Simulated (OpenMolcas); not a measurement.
## Multiconfigurational calculation on Ti3+

Ti3+ with 6 ligands (chloride) in octahedral coordination (Oh) at 2.48 Å. A charge of +0.5 e stands 3.2 Å behind each ligand. Ligand basis ANO-RCC-VDZP. With inversion symmetry the input lists one of each pair of outer charges.

Input:

```
&GATEWAY
Coord
7

Ti 0.0 0.0 0.0
Cl 2.480000 0.000000 0.000000
Cl 0.000000 2.480000 0.000000
Cl -2.480000 0.000000 0.000000
Cl 0.000000 -2.480000 0.000000
Cl 0.000000 0.000000 2.480000
Cl 0.000000 0.000000 -2.480000
Basis=Ti.ANO-RCC-VDZP,Cl.ANO-RCC-VDZP
Group=XYZ
NoMove
AngMom=0.0 0.0 0.0
AMFI
RICD
XField
3 Angstrom 0
5.680000 0.000000 0.000000 0.500000
0.000000 5.680000 0.000000 0.500000
0.000000 0.000000 5.680000 0.500000
&SEWARD
* reference wave functions (RASSCF and RASSI steps not shown): 1 electron in 5 orbitals (3d)
>>> COPY JOB001 $Project.JobIph
&CASPT2
Multistate=5 1 2 3 4 5
NoMult
Frozen=17 18
IPEA=0.25
Imaginary=0.1
MaxIter=60
WThr=0.0 0.3 0.05
PrWF=0.5
NoMix
```

Launched by
```bash
OMP_NUM_THREADS=1 MOLCAS_MEM=2457 MOLCAS_PROJECT=a pymolcas a.inp > a.log  # once for each step of the input, in one work folder
```

Output, cut to the results:

```
--- CASPT2 ---
Orbital specifications:
      -----------------------

      Symmetry species                           1   2
                                                ag  au
      Frozen orbitals                           17  18
      Inactive orbitals                         13  15
      Active orbitals                            5   0
      Secondary orbitals                        34  40
      Deleted orbitals                           0   0
      Number of basis functions                 69  73
Type of calculation                        SS-CASPT2
      Fock operator                              state-specific
      IPEA shift                                 0.25
      Real shift                                 0.00
      Imaginary shift                            0.10
      The input orbitals will be transformed to quasi-canonical
Reference energy:       -3619.4345020768
      E2 (Non-variational):      -1.2251302241
      Shift correction:          -0.0020957717
      E2 (Variational):          -1.2272259958
      Total energy:           -3620.6617280726
      Residual norm:              0.0000007556
      Reference weight:           0.67595
      Contributions to the CASPT2 correlation energy
      Active & Virtual Only:          0.0000000006
      One Inactive Excited:          -0.0568405146
      Two Inactive Excited:          -1.1682897101
Reference energy:       -3619.4345020768
      E2 (Non-variational):      -1.2251302856
      Shift correction:          -0.0020957724
      E2 (Variational):          -1.2272260580
      Total energy:           -3620.6617281348
      Residual norm:              0.0000007556
      Reference weight:           0.67595
      Contributions to the CASPT2 correlation energy
      Active & Virtual Only:          0.0000000006
      One Inactive Excited:          -0.0568405801
      Two Inactive Excited:          -1.1682897061
::    CASPT2 Root  1     Total energy:  -3620.66172807
::    CASPT2 Root  2     Total energy:  -3620.66172813
::    CASPT2 Root  3     Total energy:  -3620.66115619
::    CASPT2 Root  4     Total energy:  -3620.61164492
::    CASPT2 Root  5     Total energy:  -3620.61159305
```

Spin-orbit levels above the lowest (labels of O, the rotations of Oh), with the averaged single-state CASPT2 energies on the diagonal:

```csv
E (cm-1),Degeneracy,Label,2S+1,g
0,4,Γ8,2,
220,2,Γ7,2,1.97 1.97 1.97
11030,4,Γ8,2,
```

Roots that are degenerate in the reference are averaged as groups; the widest CASPT2 spread within a group is 130 cm-1 (the 3-fold group of multiplicity 2 near 0 cm-1 above the lowest state of its run). Shifts and gaps below about the spread of the groups concerned are not significant. Over all roots computed the reference weight is 0.68; a low but even weight reflects the number of correlated electrons. An orbital triplet at a regular site is open to Jahn-Teller coupling, which can distort the site and quench the lowest spin-orbit gaps and is left out. Ligand-to-metal charge-transfer states are missing. With one d shell and no ligand orbital active, 10Dq can be off by a tenth or more. The distance lies 2 % over the 2.43 Å that this model takes as the normal distance (a Shannon-type radius plus a fixed donor radius); by an R⁻⁵ law this alone changes a d-shell field by about -10 %. No measured value stands beside these numbers; the geometry was imposed, not optimised, and the real ion may take another.

The CASPT2 steps took 11 s on 1 thread of Arm Neoverse V1, with other jobs on the host; the integral step is not counted.
